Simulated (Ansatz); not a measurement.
```xyz
6

C     0.0000    0.0000    0.6675
C     0.0000    0.0000   -3.3374
H     0.0000    0.9228    1.2377
H     0.0000   -0.9228    1.2377
H     0.0000    0.9228   -3.9076
H     0.0000   -0.9228   -3.9076
```

Basis set: pcseg-2 (spherical functions). Charge 0, multiplicity 1.

Computed with Ansatz (development build ahead of 0.2.0); each method stands on the lowest determinant of its kind that the runs found.

The atomization energy at this shape (free ground-state atoms in the same class of orbitals less the molecule, no zero-point energy) of singlet C₂H₄ in separate pieces:

```json
{"method": "r²SCAN (unrestricted)", "atomization energy": "16.87 eV"}
```

(1) What does PBE0 (unrestricted) give?

## Answers

(1) 16.56 eV. Caution: the shape is not the minimum; the unrestricted determinant is a mixture of spin states.
